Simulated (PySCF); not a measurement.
A structure optimised at PBE-D3(BJ)/def2-SVP, used in a PySCF frequency run:

```xyz
14

Si     0.0528     2.3185     0.0000
C     -0.5675     0.5218     0.0000
C      0.5675    -0.5218     0.0000
Si    -0.0528    -2.3185     0.0000
H      0.8996     2.5724    -1.2201
H     -1.0977     3.2909     0.0000
H      0.8996     2.5724     1.2201
H     -1.2266     0.3877    -0.8860
H     -1.2266     0.3877     0.8860
H      1.2266    -0.3877     0.8860
H      1.2266    -0.3877    -0.8860
H     -0.8996    -2.5724    -1.2201
H      1.0977    -3.2909     0.0000
H     -0.8996    -2.5724     1.2201
```

Q: Write its SMILES, formula and point group.

A: [SiH3]CC[SiH3], C₂H₁₀Si₂, C2h

Q: What are its rotational constants (standard atomic weights)?

A: 17.536, 1.3779, 1.3396 GHz
